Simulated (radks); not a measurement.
Removal energies from the argon ion Ar8+, [Ne], by Delta-SCF beside the eigenvalue of the level emptied. Method: scalar-relativistic Kohn-Sham, PBE, spin-polarised, spherical densities, finite nucleus; Fermi nuclear charge, rms radius of each element as measured or else 0.836 A^(1/3) + 0.57 fm; computed with a radial shooting solver on a logarithmic mesh with Libxc functionals. Open shells are filled with parallel spins first.

removed from  final configuration  Delta-SCF (eV)  -eigenvalue (eV)
2p                   [He] 2s2 2p5          423.32            395.36
2s                   [He] 2s1 2p6          486.53            461.26
1s                    1s1 2s2 2p6          3390.0            3295.7
